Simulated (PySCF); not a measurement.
Work out the structure from these simulated measurements.

Elements present: C and H. Monoisotopic mass: 119.0855 u (electron mass counted); charge +1.

- 1H NMR: chemical shifts (computed TMS as zero) by class: 9.39 (1 H), 8.72 (1 H), 8.67 (1 H), 8.18 (1 H), 7.90 (1 H), 3.61 (3 H), 2.85 (3 H) ppm [GIAO B3LYP/pcSseg-1]
- Triplet: lowest triplet excitation (Tamm–Dancoff): 2.13 eV [TDA CAM-B3LYP/def2-SVPD]
- 13C NMR: chemical shifts (computed TMS as zero) by class: 232.1 (1 C), 172.6 (1 C), 159.8 (1 C), 154.8 (1 C), 147.0 (1 C), 144.1 (1 C), 140.4 (1 C), 30.6 (1 C), 22.6 (1 C) ppm [GIAO B3LYP/pcSseg-1]
- UV, strongest line: among the 10 lowest singlet transitions: S2 at 4.47 eV (277 nm, f = 0.465) [TDDFT CAM-B3LYP/def2-SVPD]
- Valence photoelectron: vertical ionisation energy: 13.72 eV [ΔSCF CAM-B3LYP/def2-SVPD]
- Rotational structure: rotational constants A, B, C: 3.471, 1.086, 0.836 GHz [PBE0-D3(BJ)/def2-SVP]
- UV, first state: lowest singlet excitation: 3.20 eV (388 nm, f = 0.031) [TDDFT CAM-B3LYP/def2-SVPD]
- Polarisability: 109.3 au [CAM-B3LYP/def2-SVPD]

The electronic properties come from PySCF, for the isolated species, density fitting. Levels stand in brackets. Isolated species at its PBE0-D3(BJ)/def2-SVP geometry (one conformer only). NMR classes are plain means over equivalent atoms (diastereotopic ones count apart unless rotation or inversion swaps them), as if these changed places fast.

Task: Which formula fits the mass and the elements?

Result: C9H11 (calculated 119.0855). No other formula that holds each of these elements comes within 0.0003 u with a fitting electron parity and a possible valence count.

Task: Give a SMILES that accounts for the data.

Result: Numbering: `[CH3:1][CH+:2][c:3]1[cH:4][cH:5][cH:6][c:7]([CH3:8])[cH:9]1`. 9 carbons fall into 9 classes; from least to most shielded: carbon bonded to 2 C and H [C2] (232.1 ppm), aromatic CH carbon [C6] (172.6 ppm), aromatic CH carbon [C9] (159.8 ppm), substituted aromatic carbon [C7] (154.8 ppm), aromatic CH carbon [C4] (147.0 ppm), substituted aromatic carbon [C3] (144.1 ppm), aromatic CH carbon [C5] (140.4 ppm), methyl carbon [C1] (30.6 ppm), benzylic-type carbon [C8] (22.6 ppm). Hydrogen classes from least to most shielded: 1 H on a carbon bonded to 2 C and H, C2 (9.39 ppm), 1 H on an aromatic CH carbon, C6 (8.72 ppm), 1 H on an aromatic CH carbon, C4 (8.67 ppm), 1 H on an aromatic CH carbon, C5 (8.18 ppm), 1 H on an aromatic CH carbon, C9 (7.90 ppm), 3 H on a methyl carbon, C1 (3.61 ppm), 3 H on a benzylic-type carbon, C8 (2.85 ppm). S1 is mainly HOMO→LUMO (weight 0.96); the largest Löwdin shares of the orbital it empties are 0.22 on a substituted aromatic carbon, 0.19 on an aromatic CH carbon, 0.18 on an aromatic CH carbon and 0.10 on an aromatic CH carbon, of the orbital it fills 0.31 on the carbon bonded to 2 C and H, 0.15 on an aromatic CH carbon and 0.11 on each of 2 atoms of one kind (aromatic CH carbon). By its constants the optimised geometry is an asymmetric top. Structure: `C[CH+]c1cccc(C)c1`. Computed isomers that give other values at the same levels: `C[C+](C)c1ccccc1` (lowest singlet excitation: 3.53 eV (352 nm, f = 0.027)). The assignments are read from this structure; whether some other isomer fits the data as well wasn't checked.

Shape of the structure used: `[CH3:1][CH+:2][c:3]1[cH:4][cH:5][cH:6][c:7]([CH3:8])[cH:9]1`: C1–C2–C3–C4 0°.
